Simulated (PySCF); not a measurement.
CaCl, SMILES [Cl][Ca+], charge +1. Heavy atoms are numbered as in [Ca+:1][Cl:2].

Geometry: PBE-D3(BJ)/def2-TZVPD. The spin state was assumed, not searched.

Computed with PySCF with PBE/pcSseg-2.

GIAO shieldings, no solvent; atoms alike by connectivity are averaged. δ = σ(ref) − σ: ³⁵Cl against HCl (σ = 936.5 ppm), references at their B3LYP-D3(BJ)/def2-TZVP geometries, non-relativistic (without spin–orbit terms, shifts of atoms bonded to Cl or Br come out too high).

Computed chemical shifts:
```tsv
nucleus	atoms	count	δ (ppm)
³⁵Cl	Cl2	1	695.5
```
